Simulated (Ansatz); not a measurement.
`C=CN(C)[SiH3]` → `C=CN[SiH3]` + `[CH2]` (triplet) at 400 K and 1 bar (formal loss of a carbene).

Gas-phase electronic energies from Ansatz, PBE0-D4/def2-TZVP geometries. CCSD(T)/CBS adds triple-zeta CCSD(T) − MP2 to the extrapolated MP2 energy (def2 sets, frozen cores). This one scheme is used for every species. Triplets are unrestricted, without spin–orbit coupling. Each species was taken in one conformer, which may not be the lowest.

```tsv
species	CCSD(T)/CBS energy (Eh)	H − E (kJ/mol)	S (J/(mol·K))
`C=CN(C)[SiH3]`	-463.34009	330.6	384.1
`C=CN[SiH3]`	-424.08767	250.4	353.1
`[CH2]` (triplet)	-39.09499	59.0	205.7
```

H − E and S are ideal-gas, rigid-rotor, harmonic terms from PBE0-D4/def2-TZVP, for one conformer and one mirror image of each species, with the whole ground term of open shells counted as degenerate. 1 Eh = 2625.50 kJ/mol, R = 8.31446 J/(mol·K).

**Question.** By hand: ΔE, ΔH, ΔS and ΔG.

**Answer.** ΔE = (-424.08767) + (-39.09499) − (-463.34009) = 0.15743 Eh = 413.3 kJ/mol. Δ(H − E) = 250.4 + 59.0 − 330.6 = -21.2, so ΔH = 392.1 kJ/mol. ΔS = 353.1 + 205.7 − 384.1 = 174.7 J/(mol·K). ΔG = 392.1 − 400 × (174.7)/1000 = 322.2 kJ/mol.

**Question.** By hand: the equilibrium constant, and the temperature at which ΔG would vanish if ΔH and ΔS stayed fixed.

**Answer.** log₁₀ K = −ΔG/(RT ln 10) = -42.1. ΔG = 0 at ΔH/ΔS = 2244 K.

The number of gas molecules changes by +1, which sets the sign of ΔS. A doubt of 5 kJ/mol in ΔE shifts log₁₀ K by 0.7 here. Other conformers and mirror images would add mixing entropy, several J/(mol·K) or more a flexible species. Modes under 60 cm⁻¹, often nearly free rotors, make the harmonic entropy too high. A triplet takes part, so the spin changes. These are equilibria of isolated gas molecules and say nothing of rates. Largest T1 diagnostic: 0.012 (customary marks: 0.02 for closed shells, 0.045 for open ones).
